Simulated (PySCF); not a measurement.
Members of one family of related compounds. The calculation used TDDFT B3LYP/def2-SVPD, vertical, gas phase, core orbitals frozen in the response in PySCF 2.14.0, density-fitted response routines. Geometries: GFN2-xTB; one conformer of each isolated species. Triplets are in the Tamm–Dancoff approximation. 'Strongest' means the level of largest summed f among the lowest 8 singlets; it needn't be the same kind of state in each.

Question: Rank by computed LUMO energy, highest first.
A. `CC[C@@H](Cl)[SiH2]O`
B. `C=C[C@H](Cl)CO`
C. `C=C[C@@H](Cl)[SiH2]OC`
D. `C=C[C@@H]([SiH2]O)F`
E. `C=C[Si@H](Cl)[SiH2]O`

Answer: A (-0.24 eV), D (-0.37 eV), C (-0.68 eV), B (-0.87 eV), E (-1.20 eV).

```
               SMILES  LUMO (eV)  f (S1)  strongest (eV)  gap (eV)  first f ≥ 0.01 (nm)  HOMO (eV)    S1 mainly
  CC[C@@H](Cl)[SiH2]O      -0.24   0.021            7.88      7.48                  192      -7.72    H→L (89%)
   C=C[C@H](F)[SiH2]O      -0.37   0.010            6.64      6.82                  208      -7.18    H→L (74%)
C=C[C@@H](Cl)[SiH2]OC      -0.68   0.092            7.10      6.57                  209      -7.25    H→L (68%)
       C=C[C@H](Cl)CO      -0.87   0.017            6.43      6.84                  203      -7.71  H-1→L (74%)
 C=C[Si@H](Cl)[SiH2]O      -1.20   0.008            6.13      6.28                  208      -7.48    H→L (95%)
```

H and L stand for HOMO and LUMO.

- `CC[C@@H](Cl)[SiH2]O`: Löwdin shares by element: HOMO chlorine 40%, carbon 22% or more, silicon 13%, oxygen 7% (atoms not listed hold the other 18%); LUMO chlorine 29%, silicon 18%, oxygen 13%, carbon 12% or more (atoms not listed hold the other 28%).
- `C=C[C@H](F)[SiH2]O`: Löwdin shares by element: HOMO carbon 71%, silicon 8% (atoms not listed hold the other 21%); LUMO carbon 29% or more, oxygen 15%, silicon 14% (atoms not listed hold the other 42%).
- `C=C[C@@H](Cl)[SiH2]OC`: Löwdin shares by element: HOMO carbon 65% or more, chlorine 15% (atoms not listed hold the other 20%); LUMO carbon 56% or more, chlorine 18% (atoms not listed hold the other 26%).
- `C=C[C@H](Cl)CO`: Löwdin shares by element: HOMO carbon 57% or more, oxygen 12%, chlorine 9% (atoms not listed hold the other 21%); LUMO carbon 61% or more, chlorine 24% (atoms not listed hold the other 15%).
- `C=C[Si@H](Cl)[SiH2]O`: Löwdin shares by element: HOMO silicon 32%, carbon 32% (atoms not listed hold the other 36%); LUMO silicon 45%, oxygen 11%, chlorine 8% (atoms not listed hold the other 36%).
